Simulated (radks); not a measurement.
Values are calculated unless marked as measured or tabulated.
Spherical quantum dot in the effective-mass picture: electrons in a hard-walled sphere of radius 4.51, all in effective atomic units (hartree* = m*/eps^2 hartree, bohr* = eps/m* bohr), one dielectric constant everywhere. Level of theory: non-relativistic Kohn-Sham, r2SCAN, spin-polarised, spherical densities, generalised Kohn-Sham scheme (a radial shooting solver with Libxc functionals). Levels are named by radial order and angular momentum (1s, 1p, 1d, 2s, ...), and open shells are averaged over m. Results are scaled to m* = 0.05 and eps = 12.3, for which hartree* = 8.993 meV and bohr* = 13.02 nm. Each electron was tried in the lowest free levels, single moves between levels near the top were tried too, and the lowest total energy was kept; such a search can miss a lower state. The series stops at N = 10: beyond it a trial failed or the search could not be trusted, so later rows were left out. At N = 1 the Hartree and exchange-correlation terms need not cancel, so that row can carry a self-interaction error.

N	open shells	2S	E (meV)	mu = E(N) - E(N-1) (meV)	addition energy mu(N+1) - mu(N) (meV)	e(HOMO) (meV)	rms radius (nm)
1	1s(up 1, down 0)	1	2.16630	2.1663	3.119	3.3318	31.40
2	none	0	7.45134	5.2850	4.401	6.4638	33.10
3	1p(up 1, down 0)	1	17.1373	9.6860	2.349	10.825	35.31
4	1p(up 2, down 0)	2	29.1722	12.035	2.464	13.261	36.51
5	1p(up 3, down 0)	3	43.6707	14.498	3.407	15.739	37.36
6	1p(up 3, down 1)	2	61.5764	17.906	2.254	19.007	38.06
7	1p(up 3, down 2)	1	81.7365	20.160	2.370	21.335	38.63
8	none	0	104.267	22.530	4.772	23.731	39.09
9	1d(up 1, down 0)	1	131.569	27.302	2.320	28.457	39.66
10	1d(up 2, down 0)	2	161.191	29.622	-	30.791	40.12

All shells are closed at N = 2, 8 (there: 1s2 1p6); the second difference of the energy has clear peaks (12 % above both neighbours; the first and last values, which can be the largest, are not judged, and half-filled shells can peak too) at N = 2, 5, 8.
